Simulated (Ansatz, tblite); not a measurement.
Cost and result up the ladder for N-butylpyridinium (C9H14N⁺) (24 atoms). Charge 1, multiplicity 1. Geometry: PBE-D4/def2-SVP.

Ansatz on 4 threads of Arm Neoverse V1 on a shared host; xTB runs through tblite on one thread. Times are rough, summed over both states, and most runs start from the orbitals of an earlier one. PBE0-D4/def2-TZVP serves as the yardstick here, not as an exact answer. The other state is a triplet.

The xTB rows come from tblite.

xTB has no spin-polarisation term.

```json
{"level": "GFN2-xTB", "functions": "54", "wall time": "0.022 s"}
{"level": "GFN1-xTB", "functions": "68", "wall time": "0.033 s"}
{"level": "PBE-D4/def2-TZVP", "functions": "394", "wall time": "50 s"}
{"level": "PBE0-D4/def2-TZVP (with forces)", "functions": "394", "wall time": "1.9 min"}
```

(1) Estimate what each level gives for the vertical triplet (eV).

Answers

(1) 
```json
{"level": "GFN2-xTB", "vertical triplet (eV)": "3.80", "difference from PBE0-D4/def2-TZVP (eV)": "-0.20"}
{"level": "GFN1-xTB", "vertical triplet (eV)": "3.87", "difference from PBE0-D4/def2-TZVP (eV)": "-0.14"}
{"level": "PBE-D4/def2-TZVP", "vertical triplet (eV)": "4.00", "difference from PBE0-D4/def2-TZVP (eV)": "0.00"}
{"level": "PBE0-D4/def2-TZVP (with forces)", "vertical triplet (eV)": "4.00", "difference from PBE0-D4/def2-TZVP (eV)": "0.00"}
```
